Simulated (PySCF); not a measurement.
Computed with TPSSh-D3(BJ)/def2-TZVP // CAM-B3LYP-D3(BJ)/def2-TZVP run with PySCF. Gas-phase values, no solvent. One relaxed conformer stands for a flexible species; it need not be the lowest. Excitations are Tamm–Dancoff values on a coarser integration grid. The basis has no diffuse functions, so Rydberg states are missing or too high.

Reference species (SMILES): `[NH2][In]([NH2])[NH2]` (neutral, multiplicity 1).

```json
{
  "HOMO–LUMO gap": "4.95 eV",
  "T1 excitation (TDA)": "4.05 eV",
  "HOMO": "-5.87 eV",
  "LUMO": "-0.92 eV"
}
```

Changed species: `[NH2][InH2]` (2 of 3 NH2 replaced by H; the reference has 0 of 3 NH2 replaced by H).

Problem. What does the change do to the HOMO–LUMO gap, T1 excitation (TDA), HOMO and LUMO?

Solution. the HOMO–LUMO gap drops by 0.08 eV, to 4.87 eV; the T1 excitation (TDA) falls by 0.19 eV, to 3.86 eV; the HOMO drops by 0.33 eV, to -6.20 eV; the LUMO falls by 0.41 eV, to -1.33 eV.
